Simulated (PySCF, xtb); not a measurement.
selenium hexafluoride (F₆Se), SMILES F[Se](F)(F)(F)(F)F.

Harmonic wavenumbers (cm⁻¹) from GFN2-xTB (xtb) at its own minimum, in rising order: 181, 181, 182, 295, 295, 295, 305, 305, 305, 446, 482, 482, 486, 486, 487.

Question: What does PySCF with B3LYP-D3(BJ)/def2-SVP give at its own minimum? (The exact figures need the calculation; the answer reports its results.)

Answer: 257, 257, 257, 380, 380, 380, 424, 424, 424, 658, 658, 691, 778, 778, 778. Paired by order, the mean absolute difference is 154 cm⁻¹ and the zero-point energies are 7.5 and 10.8 kcal/mol.
